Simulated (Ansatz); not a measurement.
Reaction: BH2Se2 (SMILES [Se]B[SeH], doublet) → BH2Se2 (SMILES [SeH][B][SeH], doublet)
Each species at its own B3LYP-D3(BJ)/def2-TZVP minimum (Ansatz, an electronic-structure program).

Property: isomerisation energy (electronic), in kcal/mol. UHF or UKS for unpaired electrons; spin-orbit terms are left out. Cores are frozen in correlated methods (noble-gas shells, and filled d and f shells in the p block). No relativity. CBS(X,Y): correlation extrapolated as X^-3, Hartree-Fock from the larger set. A bracket is a step between two methods taken in the basis named. Double hybrids freeze cores in their MP2 part.

CCSD(T)/CBS(cc-pVTZ,cc-pVQZ) + [CCSDT(Q) - CCSD(T)]/cc-pVDZ (Ansatz) gives 25.9 kcal/mol.

**Question.** What does PBE/def2-TZVPD (Ansatz) give here, and how do the other levels compare?

**Answer.** PBE gives 24.2 kcal/mol, 1.7 kcal/mol below it. Differences of the others: r2SCAN/def2-TZVPD (Ansatz) -2.8; B3LYP/def2-TZVPD (Ansatz) 1.1; PBE0/def2-TZVPD (Ansatz) -1.0; wB97M-V/def2-TZVPD (Ansatz) 3.2; B2PLYP/def2-TZVPD (Ansatz) 1.2; CCSD(T)/CBS(cc-pVTZ,cc-pVQZ) (Ansatz) 0.1 kcal/mol.
